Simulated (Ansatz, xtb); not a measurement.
**Relative energy of two isomers of C5H8OS2**

Structure a is `CS[C@@H]1SCCC1=O`, a singlet and structure b is `CC(=O)[C@@H]1CSCS1`, a singlet. Both are isolated molecules in the gas phase, relaxed with B3LYP-D3(BJ)/def2-SVP, each in the lowest conformer that the search found.

a (Å):

| atom | x (Å) | y (Å) | z (Å) |
| --- | --- | --- | --- |
| C | 0.6711 | 2.0181 | -0.9082 |
| C | -2.0083 | 1.4627 | -0.2277 |
| C | -2.8152 | -0.2178 | 1.5976 |
| C | -2.3682 | -0.9779 | 0.3530 |
| C | -1.8404 | 0.0123 | -0.6860 |
| O | -1.3431 | -0.2985 | -1.7412 |
| S | -0.4128 | 1.9687 | 0.5569 |
| S | -3.3363 | 1.4568 | 1.0110 |
| H | 1.6841 | 2.2283 | -0.5363 |
| H | 0.3646 | 2.8217 | -1.5948 |
| H | 0.6638 | 1.0561 | -1.4393 |
| H | -2.2499 | 2.1283 | -1.0679 |
| H | -1.9957 | -0.1041 | 2.3216 |
| H | -3.6738 | -0.6773 | 2.1047 |
| H | -3.2194 | -1.4932 | -0.1224 |
| H | -1.5995 | -1.7393 | 0.5552 |

b (Å):

```xyz
16

C     0.1296    0.0196   -2.5651
C    -1.0484    0.3757   -1.6852
C    -0.9695   -0.0822   -0.2275
C    -2.3317   -0.1425    0.4697
C    -1.2492    2.3526    0.7367
O    -1.9998    1.0065   -2.0893
S    -2.7776    1.4789    1.2281
S     0.1067    1.1386    0.6475
H     0.0555    0.5583   -3.5184
H     0.1184   -1.0665   -2.7614
H     1.0798    0.2567   -2.0644
H    -0.4421   -1.0465   -0.1596
H    -2.3130   -0.8907    1.2735
H    -3.1069   -0.4100   -0.2622
H    -0.9966    3.0942    1.5077
H    -1.3838    2.8517   -0.2335
```

Problem. Which of the two would you expect CCSD(T)/def2-SVP + ΔMP2/def2-TZVPP electronic energies to favour?

Solution. Too close to call at this level: CCSD(T)/def2-SVP + ΔMP2/def2-TZVPP gives E(b) − E(a) = −0.64 kcal/mol.

Level by level:

| level | geometry | E(b) − E(a) (kcal/mol) | departure from the last row (kcal/mol) | job, with rough time for the two |
| --- | --- | --- | --- | --- |
| GFN2-xTB | GFN2-xTB | +1.75 | +2.40 | optimisation, 0.31 s |
| HF/STO-3G | GFN2-xTB | +0.14 | +0.78 | single point, 0.44 s |
| r2SCAN-D4/def2-SVP | GFN2-xTB | +0.39 | +1.03 | single point, 4.7 s |
| B3LYP-D3(BJ)/def2-SVP | B3LYP-D3(BJ)/def2-SVP | −0.10 | +0.54 | optimisation, 61 s |
| HF/def2-SVP | B3LYP-D3(BJ)/def2-SVP | −0.16 | +0.48 | part of the CCSD(T) run |
| MP2/def2-SVP | B3LYP-D3(BJ)/def2-SVP | −1.26 | −0.62 | part of the CCSD(T) run |
| CCSD(T)/def2-SVP | B3LYP-D3(BJ)/def2-SVP | −1.15 | −0.51 | single point |
| CCSD(T)/def2-SVP + ΔMP2/def2-TZVPP | B3LYP-D3(BJ)/def2-SVP | −0.64 |  | single point, 1.8 min |

As drawn, both hold the same kinds of bond in the same numbers.

The largest departure from CCSD(T)/def2-SVP + ΔMP2/def2-TZVPP is that of GFN2-xTB, 2.40 kcal/mol. The last row adds to CCSD(T) the change of the MP2 difference between the two basis sets, here +0.51 kcal/mol.

With thermal terms from frequencies at re-optimised GFN2-xTB minima (ideal gas, soft modes damped towards free rotors, one conformer each, 298.15 K, 1 atm): the zero-point term adds +0.13 kcal/mol; ΔH is −0.52 and ΔG −0.58 kcal/mol.

The correlated steps freeze 16 core orbitals. Run with Ansatz 0.2.0, xtb 6.7.1; the last row on 4 threads of Arm Neoverse V2 on a shared host.
